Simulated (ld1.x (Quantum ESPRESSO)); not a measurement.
Configuration tests for oxygen (O) (TM)

ld1.x (Quantum ESPRESSO) 7.5 input, shortened:

```
&input
   title='O', zed=8., rel=1, dft='PBE', iswitch=3,
   config='[He] 2s2 2p4'
 /
 &inputp
   pseudotype=2, tm=.true., lloc=-1, rcloc=0.70,
   nlcc=.false.
 /
2
2S  1  0   2.00   0.00  0.65  0.65  0.0
2P  2  1   4.00   0.00  0.95  0.95  0.0
 &test
   configts(1)='2s2 2p4'
 /
```

Energies are relative to the spin-unpolarised reference configuration 2s2 2p4; without spin polarisation the order of configurations can differ from experiment.

```csv
valence configuration,charge,ΔE all-electron (eV),error AE − PS (meV)
2s2 2p3,+1,16.431,+2.4
2s2 2p2,+2,50.017,+35
2s1 2p5,0,14.950,+9.7
2s2 2p3.5,+0.5,6.286,0.0
2s2 2p4.3,-0.3,-2.123,+0.3
2s1 2p4,+1,31.659,+1.4
```

Question: What are ΔE and the potential's error for 2s2 2p1?

Answer: ΔE = 103.886 eV all-electron; the error (AE − PS) is +192 meV.
